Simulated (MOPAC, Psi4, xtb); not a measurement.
Conformational energy of H₇BO₂Si₂, SMILES OB(O)[SiH2][SiH3]. Scanned: dihedral O1–B2–Si4–Si5; all other coordinates were relaxed at B3LYP-D3(BJ)/def2-SVP. Points at φ and −φ are mirror images.

Atom numbering (GFN2-xTB optimised geometry, Å):
```
12

O     -2.1173     0.9635    -0.1582
B     -1.4190    -0.1551     0.1559
O     -1.8775    -1.4006    -0.1190
Si     0.3564     0.0388     0.9689
Si     2.0839     0.2280    -0.5692
H     -2.9740     0.8623    -0.5816
H     -2.7356    -1.4877    -0.5427
H      0.4417     1.2090     1.8648
H      0.6896    -1.0845     1.8667
H      2.0914    -0.8400    -1.5787
H      3.4157     0.1930     0.0399
H      2.0447     1.4733    -1.3468
```

- AM1, restricted, heats of formation // B3LYP-D3(BJ)/def2-SVP (MOPAC)
- B3LYP/def2-TZVP // B3LYP-D3(BJ)/def2-SVP (Psi4)
- HF/cc-pVTZ // B3LYP-D3(BJ)/def2-SVP (Psi4)
- GFN1-xTB // B3LYP-D3(BJ)/def2-SVP (xtb)
- PBE-D3(BJ)/def2-TZVP // B3LYP-D3(BJ)/def2-SVP (Psi4)
- MP2/cc-pVTZ = DF-MP2 (frozen core)/cc-pVTZ // B3LYP-D3(BJ)/def2-SVP (Psi4)

Energies in kcal/mol, each method relative to its own lowest point.

```tsv
φ / °	AM1	B3LYP/def2-TZVP	HF/cc-pVTZ	GFN1-xTB	PBE-D3(BJ)/def2-TZVP	MP2/cc-pVTZ
-150	0.81	0.44	0.21	0.12	0.43	0.25
-120	0.21	0.19	0.09	0.11	0.18	0.09
-90	0.00	0.00	0.00	0.00	0.00	0.00
-60	0.18	0.16	0.07	0.10	0.15	0.08
-30	0.83	0.44	0.21	0.11	0.43	0.25
0	1.26	0.57	0.27	0.07	0.56	0.34
30	0.83	0.44	0.21	0.11	0.43	0.25
60	0.18	0.16	0.07	0.10	0.15	0.08
90	0.00	0.00	0.00	0.00	0.00	0.00
120	0.21	0.19	0.09	0.11	0.18	0.09
150	0.81	0.44	0.21	0.12	0.43	0.25
180	1.20	0.56	0.26	0.09	0.56	0.33
```

Root-mean-square difference from the MP2/cc-pVTZ profile, itself a level with limits, after the best constant shift (kcal/mol): AM1 0.32, B3LYP/def2-TZVP 0.08, HF/cc-pVTZ 0.03, GFN1-xTB 0.10, PBE-D3(BJ)/def2-TZVP 0.08.
